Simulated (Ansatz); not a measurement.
Basis sets compared for Mg₅H₁₀. The state is a singlet with charge 0. Geometry r2SCAN-D4/def2-SVP. Ansatz on 4 threads of Arm Neoverse V1 on a shared host; times are rough, and most runs start from earlier orbitals.

| atom | x (Å) | y (Å) | z (Å) |
| --- | --- | --- | --- |
| Mg1 | -0.948 | -0.577 | 1.182 |
| Mg2 | 0.761 | -0.888 | -1.170 |
| Mg3 | 0.739 | 2.014 | -0.775 |
| Mg4 | 1.831 | -1.558 | 1.571 |
| Mg5 | -2.521 | 0.656 | -0.894 |
| H6 | -2.474 | 0.309 | 1.014 |
| H7 | 3.206 | -1.472 | 2.571 |
| H8 | 1.696 | 3.358 | -0.338 |
| H9 | -1.051 | -1.014 | -0.742 |
| H10 | 0.013 | -1.763 | 2.119 |
| H11 | -3.832 | 0.433 | -1.962 |
| H12 | 1.705 | -2.106 | -0.252 |
| H13 | 1.196 | 0.604 | -2.023 |
| H14 | 0.757 | 0.220 | 0.569 |
| H15 | -1.079 | 1.783 | -0.870 |

Another isomer (singlet) lies 0.18 eV lower at PBE0-D4/def2-TZVP; other spin states weren't run for this one.

Binding counts from free atoms (Mg singlet, H doublet) in the same basis, without a counterpoise term.

```csv
level,functions,energy (Eh),HOMO (eV),LUMO (eV),binding per atom (eV),wall time
HF/STO-3G,55,-991.2882,-6.57,8.64,2.88,0.2 s
PBE-D4/def2-SVP,140,-1005.3740,-5.99,-2.36,1.87,2.2 s
PBE0-D4/def2-SVP,140,-1005.4879,-7.15,-1.72,1.88,2.7 s
```

Estimate the rows for HF/def2-TZVP, PBE-D4/def2-TZVP (with forces), PBE0-D4/def2-TZVP.


```csv
level,functions,energy (Eh),HOMO (eV),LUMO (eV),binding per atom (eV),wall time
HF/def2-TZVP,220,-1003.8541,-10.01,0.52,1.49,2.8 s
PBE-D4/def2-TZVP (with forces),220,-1005.7476,-5.98,-2.32,1.88,3.8 s
PBE0-D4/def2-TZVP,220,-1005.8613,-7.13,-1.67,1.90,6 s
```
